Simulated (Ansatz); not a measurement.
Gas-phase reaction R1 + R2 → P1 + P2, each structure at its B3LYP-D3(BJ)/def2-TZVP stationary point, reached from a drawn start (curvature not checked).
P1: CH2O3 (SMILES O=C(O)O), charge 0, multiplicity 1.
R1: C2H4O3 (SMILES COC(=O)O), charge 0, multiplicity 1.
P2: CH4O (SMILES CO), charge 0, multiplicity 1.
R2: H2O (SMILES O), charge 0, multiplicity 1.

P less R. No zero-point or thermal terms. One arrangement of each flexible species, with no search for the lowest.

Frozen-core correlation throughout.

Codes used: Ansatz (a program for electronic structure). No computed number here is a measurement.

Total energies in hartree:

| structure | PBE/def2-TZVPP | PBE0/def2-TZVPP | CCSD(T)/cc-pVTZ |
|---|---|---|---|
| P1 | -264.855877 | -264.849124 | -264.656014 |
| R1 | -304.110957 | -304.111444 | -303.879983 |
| P2 | -115.632091 | -115.639774 | -115.550728 |
| R2 | -76.380147 | -76.380766 | -76.332115 |

Problem. Work out the reaction energy at each level in meV (1 hartree = 27211.38625 meV), and say how far PBE/def2-TZVPP lies from CCSD(T)/cc-pVTZ.

Solution. 
- PBE/def2-TZVPP: (-264.855877) + (-115.632091) − (-304.110957) − (-76.380147) = 0.003136 hartree = 85.3 meV
- PBE0/def2-TZVPP: (-264.849124) + (-115.639774) − (-304.111444) − (-76.380766) = 0.003312 hartree = 90.1 meV
- CCSD(T)/cc-pVTZ: (-264.656014) + (-115.550728) − (-303.879983) − (-76.332115) = 0.005356 hartree = 145.7 meV
PBE/def2-TZVPP less CCSD(T)/cc-pVTZ: -60.4 meV. CCSD(T)/cc-pVTZ is the level counted from, the highest shown, and no exact or measured value.
